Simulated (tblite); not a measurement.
**Question.** Give a GFN2-xTB geometry of `O=C=Cc1c[c]cs1` [radical]. (Doublet state.)

**Answer.** 
```xyz
11
C6H3OS angstrom
O     -2.8505    2.0029    0.6425
C     -2.2608    1.0666    0.2946
C     -1.6062    0.0103   -0.0979
C     -0.1688   -0.1130   -0.0580
C      0.5772   -1.1930   -0.4552
C      1.9350   -0.9315   -0.2644
C      2.2958    0.2379    0.2376
S      0.8331    1.1899    0.5388
H     -2.1635   -0.8312   -0.4784
H      0.1673   -2.1010   -0.8543
H      3.2470    0.6649    0.4686
```

Orientation and origin are arbitrary. Atoms count from 1 in this order. C6 (carbon bonded to 2 C) is bent (angle 118.9°). C7 (carbon bonded to C, S and H) is planar (angles 132.7°, 118.9° and 108.3°, sum 360.0°, 0.00 Å off the plane of its three neighbours). The 5 C–C bonds span 1.303 Å (C2=C3, drawn double) to 1.443 Å (C3–C4, drawn single), a spread of 0.140 Å. The 8 heavy atoms lie in one plane (0.001 Å rms).

Bonds between heavy atoms (Å): O1=C2 1.160, C2=C3 1.303, C3–C4 1.443, C4–C5 1.371, C5–C6 1.396, C6–C7 1.323, C7–S8 1.771, C4–S8 1.748.

The geometry is computed with GFN2-xTB (gas phase). This method treats the open shell by occupation alone, without spin polarisation.

Point group: Cs (every atom within 0.08 Å of its image). Its GFN2-xTB frequencies are all real (lowest 60 cm⁻¹). Torsions: C2–C3–C4–C5 180°. 3 starts were optimised and ended at 0.00, 0.10 and 0.10 kcal/mol (GFN2-xTB); the lowest of these is shown.

One conformer stands for the species.
